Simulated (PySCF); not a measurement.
Compound: C2H8GeOSi.
Structure used (PBE0-D3(BJ)/def2-SVP), in Å, numbered top down from 1:
```
atom  x, y, z in Å
C1     3.022    0.009    0.205
C2     1.775    0.478    0.120
Ge3    0.199   -0.638    0.036
O4    -1.161    0.505   -0.110
Si5   -2.804    0.396   -0.275
H6     3.246   -1.064    0.235
H7     3.889    0.677    0.250
H8     1.601    1.560    0.091
H9     0.187   -1.562   -1.199
H10   -0.010   -1.471    1.318
H11   -3.418   -0.327    0.885
H12   -3.173   -0.340   -1.525
H13   -3.362    1.777   -0.338
```

The computed photoelectron lines, unassigned: C 1s: 290.42 (area 1), 290.69 (area 1) eV; O 1s: 537.24 eV; Si 1s: 1847.12 eV; Si 2p3/2: 107.20 eV.

Theory: PySCF, delta-SCF UKS SCAN, pcX-2 on the ionised atom, pcseg-1 elsewhere, spin-free X2C. Isolated species at its PBE0-D3(BJ)/def2-SVP geometry (one conformer only).

Order the carbon atoms by C 1s binding energy.

290.42 eV: C2 (alkene CH carbon); 290.69 eV: C1 (terminal =CH2 carbon). Lowest listed C 1s: C2, bonded to C (double bond), H and Ge. Highest, 0.27 eV above it: C1, bonded to C (double bond) and 2 H. Summing the Pauling electronegativity differences to the bonded atoms, each weighted by its formal bond order, gives -0.89 for the lowest site and -0.70 for the highest.

Bonded neighbours of each site: C1: C (double bond) and 2 H; C2: C (double bond), H and Ge; O4: Ge and Si; Si5: O and 3 H.

Give the binding energy of O 1s of O4 in hartree and in kJ/mol.

537.24 eV = 19.7432 Eh = 51836 kJ/mol.

2p3/2 and 2p1/2 are the ΔSCF energy of one spin-free 2p hole plus the eigenvalues of a spin–orbit and ligand-field matrix of the shell. 2p1/2 minus 2p3/2 (ligand field included): Si 0.62 eV. No level of germanium is listed.
